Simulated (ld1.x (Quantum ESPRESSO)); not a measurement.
Transferability test, PAW potential for He

helium, PAW, made with ld1.x (Quantum ESPRESSO) 7.5 (LDA (PZ), non-relativistic). Core none, reference 1s2. Waves: 1s (bound): rcut 0.35, rcutus 0.45 bohr; 1s channel at -0.75 Ry: rcut 0.35, rcutus 0.45 bohr. Local part: all-electron potential smoothed inside 0.35 bohr (lloc = -1). Core correction: none. Augmentation charge: BESSEL, radius 0.30 bohr.

Energies are relative to the spin-unpolarised reference configuration 1s2; without spin polarisation the order of configurations can differ from experiment. Spin-polarised rows fill each open shell by Hund’s rule, majority spin first.

```csv
valence configuration,charge,ΔE all-electron (eV),error AE − PS (meV)
1s1,+1,26.484,0.0
1s1.5 (spin-polarised),+0.5,10.023,0.0
```

(1) What are ΔE and the potential's error for 1s1.5?

(2) What are ΔE and the potential's error for 1s1 (spin-polarised)?

Levels in the configuration 1s1:

```csv
level,all-electron (eV),pseudo (eV)
1s,-38.383,-38.383
```

## Answers

(1) ΔE = 10.374 eV all-electron; the error (AE − PS) is 0.0 meV.

(2) ΔE = 24.284 eV all-electron; the error (AE − PS) is 0.0 meV.
